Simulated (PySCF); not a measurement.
The multiplicity is imposed and other spin states were not computed.

Cartesian coordinates (Å):
```xyz
5

Au     0.0232     0.0692     0.0424
O      0.9893     2.4950     1.6855
C      0.6308     1.5945     1.0757
C     -0.5988    -1.4910    -1.0146
N     -0.9678    -2.4164    -1.6416
```
Charge 0, spin multiplicity 1.

**Question.** Predict the charge on the central atom (Mulliken), mean C–O bond length of the carbonyls, total energy, HOMO–LUMO gap and LUMO from TPSSh-D3(BJ)/def2-TZVP // PBE-D3(BJ)/def2-SVP (PySCF).

**Answer.** 
```json
{
  "charge on the central atom (Mulliken)": "0.30 e",
  "mean C–O bond length of the carbonyls": "1.145 Å",
  "total_energy": "-9306.14 eV",
  "HOMO–LUMO gap": "4.74 eV",
  "LUMO": "-3.46 eV"
}
```
